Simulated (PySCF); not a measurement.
boron trifluoride (BF3), SMILES FB(F)F. Heavy atoms are numbered as in [F:1][B:2]([F:3])[F:4].

Coordinates come from a B3LYP-D3(BJ)/def2-TZVP optimisation.

Computed with PBE/pcSseg-2 run with PySCF.

GIAO shieldings, no solvent; atoms alike by connectivity are averaged. δ = σ(ref) − σ: ¹⁹F against CFCl3 (σ = 132.0 ppm), references at their B3LYP-D3(BJ)/def2-TZVP geometries, non-relativistic.

```tsv
nucleus	atoms	count	δ (ppm)
¹⁹F	F1	3	-159.2
```
